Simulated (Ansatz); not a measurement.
Isolated molecules relaxed with PBE0-D4/def2-TZVP in Ansatz; ΔE leaves out vibrations. CCSD(T)/CBS adds triple-zeta CCSD(T) − MP2 to the extrapolated MP2 energy (def2 sets, frozen cores). This one scheme is used for every species. def2 core potentials past Kr. For Sb, Te outer-core shells are correlated without core-valence functions, which leaves a few kJ/mol of doubt a bond.

Reaction (cleavage of the Sb–Si bond): `Cl[SiH2][SbH2]` + H₂Te → `[SbH2][TeH]` + `[SiH3]Cl`

```csv
species,CCSD(T)/CBS(def2) energy (Eh)
`Cl[SiH2][SbH2]`,-991.31414
H₂Te,-268.91024
`[SbH2][TeH]`,-509.54647
`[SiH3]Cl`,-750.69636
```

Question: Work out ΔE.

Answer: ΔE = (-509.54647) + (-750.69636) − (-991.31414) − (-268.91024) = -0.01845 Eh = -48.4 kJ/mol.

Largest T1 diagnostic among the species: 0.012.

Leaving LDA and LC-ωPBE aside and taking each functional with its dispersion term where it has one, the values, not all of them listed here, spread over 13.9 kJ/mol, from BHLYP-D4 to B97M-V. LDA lies +8.3 kJ/mol from PBE without D4. In def2-TZVPP, CCSD(T) changes the Hartree–Fock value by +18.8 kJ/mol (the triples alone add +1.1 kJ/mol) and MP2 by +13.3 kJ/mol. From BLYP to BHLYP (50 % exact exchange), in def2-TZVPP and without D4, ΔE moves by −3.2 kJ/mol.
